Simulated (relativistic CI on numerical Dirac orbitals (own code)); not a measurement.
# Hyperfine structure of La28+, mass number 138

Method of calculation: Dirac-Coulomb-Breit CI, orbitals from a KLI potential per configuration, a model potential for QED, unscaled Slater integrals (own radial code, finite nucleus).

CI space (outside the closed core [Ar]): 3d10 4s, 3d10 4p, 3d10 4d, 3d10 4f, 3d10 5s, 3d10 5p, 3d10 5d, 3d10 5f, 3d10 5g, 3d9 4p2, 3d10 6s, 3d10 6p, 3d10 6d, 3d8 4s 4p2, 3d9 4s2, 3d10 6f. Levels of other configurations are missing.

Nuclear spin I = 5, μ = 3.7084 μN, Q = 0.39 b (tables of Stone and Pyykkö). The electronic factors are computed for point nuclear moments, without core polarisation or the Bohr-Weisskopf and QED corrections.

```tsv
Level	E (Ry)	A (GHz)	B (GHz)
3d10 4s 2S_1/2	0.0000	342.5	
3d10 4p 2P°_1/2	4.3564	103.5	
3d10 4p 2P°_3/2	6.1713	15.22	15.6
3d10 4d 2D_3/2	13.1936	7.254	2.5
3d10 4d 2D_5/2	13.5600	2.982	3.26
3d10 4f 2F°_5/2	21.0596	1.333	0.726
3d10 4f 2F°_7/2	21.1185	0.7337	0.834
3d10 5s 2S_1/2	31.4923	155.5
```

Levels with J = 0, under 50 % of one LS term, or S terms without an open s electron are left out. Small factors come from cancelling terms and can be off by tens of per cent or more.

At this charge energies of transitions that change n are usually good to better than 1 %, and those within a shell (Δn = 0) to a few per cent.

Q: Give the hyperfine levels of 3d10 4s 2S_1/2 relative to its centre of gravity.

A: With K = F(F + 1) − I(I + 1) − J(J + 1), E = AK/2: F = 9/2: -1028, F = 11/2: 856.4 GHz.

LS names give the leading component of a level, which can be under half, so a name can repeat, a term be missing and a line seem to break the LS rules.
